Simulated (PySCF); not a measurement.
C₃H₄ClFSi, SMILES C#C[Si@H](Cl)CF. Coordinates come from a PBE-D3(BJ)/def2-SVP optimisation. The structure was generated by enumeration; whether it is a known compound was not checked. One conformer was computed; it need not be the lowest.

Computed equilibrium geometry at PBE-D3(BJ)/def2-SVP (PySCF confirms it by a frequency run) as bond lengths and angles (one conformer of several):
Atoms: C1 C2 Si3 Cl4 C5 F6 H7 H8 H9 H10. Bonds (Å): C1–C2 1.229, C1–H7 1.083, C2–Si3 1.829, Si3–Cl4 2.086, Si3–C5 1.904, Si3–H8 1.496, C5–F6 1.393, C5–H9 1.113, C5–H10 1.114. Angles (°): C2–C1–H7 179.9, C1–C2–Si3 178.8, C2–Si3–Cl4 109.9, C2–Si3–C5 110.1, C2–Si3–H8 109.8, Cl4–Si3–C5 107.0, Cl4–Si3–H8 109.1, C5–Si3–H8 111.0, Si3–C5–F6 108.6, Si3–C5–H9 110.5, Si3–C5–H10 110.3, F6–C5–H9 109.9, F6–C5–H10 109.8, H9–C5–H10 107.7.
